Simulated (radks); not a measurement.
Effect of the nuclear size on the lanthanum ion La2+, [Xe] 5d1. Calculated with a radial shooting solver on a logarithmic mesh with Libxc functionals: Dirac Kohn-Sham, relativistic LDA (MacDonald-Vosko exchange, VWN5 correlation), spin-unpolarised, spherical densities, finite nucleus; open shells fill j = l - 1/2 first; Fermi nuclear charge, rms radius 4.855 fm. The rms radius is varied about that value; shifts are against it.

rms radius (fm)  total energy shift (eV)  density at nucleus (e/bohr^3)  1s1/2 shift (meV)  2s1/2 shift (meV)  4p1/2 shift (meV)  5s1/2 shift (meV)  5p1/2 shift (meV)  6s1/2 (empty) shift (meV)
4.1656                             -2.45                      3.582e+05              -1010               -123              0.357             -0.976              0.077                     -0.176
4.6123                            -0.895                       3.51e+05               -370              -44.9              0.130             -0.357              0.028                     -0.064
4.855                                  0                      3.474e+05              0.000              0.000              0.000              0.000              0.000                      0.000
5.1075                             0.970                      3.439e+05                401               48.7             -0.141              0.387             -0.030                      0.070
5.5444                              2.74                      3.383e+05               1130                138             -0.399               1.09             -0.086                      0.197

Slopes of the eigenvalues against <r^2> in GHz/fm^2, as finite differences over the two radii next to the reference (eigenvalue slopes, not the field-shift constants of lines): 1s1/2 38800, 2s1/2 4700, 4p1/2 -13.7, 5s1/2 37.4, 5p1/2 -2.93, 6s1/2 (empty) 6.75.
